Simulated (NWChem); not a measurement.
# Ionisation of C$_{3}$H$_{3}$N$_{2}$

```
N
H 1 1.0127
C 1 1.3571 2 126.10
N 3 1.3185 1 110.98 2 180.00
C 4 1.3252 3 105.29 1 0.00
C 5 1.3709 4 113.04 3 0.00
H 6 1.0857 5 133.85 4 180.00
H 3 1.0900 4 126.25 5 180.00
```
Charge 0, spin multiplicity 2.

Program: NWChem. The geometry was optimised at UPBE0/def2-SVP, a minimum by its harmonic frequencies.

Basis set: def2-TZVP. The species with one electron less has spin multiplicity 3 and keeps the geometry of the parent. Δ marks differences of total energies (open shells unrestricted). −ε marks an orbital energy of the parent. That orbital need not have the symmetry of the hole or added electron in the Δ rows.

B3LYP has NWChem's definition, with VWN1-RPA local correlation. The structure started from a generated list of species. The unpaired electrons of the parent sit in orbitals of symmetry a' (Cs labels of the run); other states weren't searched. No SCF solution was tested for a lower state.

Order these methods by the first vertical ionisation energy they give, lowest first: −ε(beta HOMO) of BHandHLYP, −ε(beta HOMO) of B3LYP, −ε(beta HOMO) of PBE, ΔBHandHLYP.

−ε(beta HOMO) of PBE (5.66 eV), −ε(beta HOMO) of B3LYP (6.50 eV), −ε(beta HOMO) of BHandHLYP (7.55 eV), ΔBHandHLYP (8.69 eV)
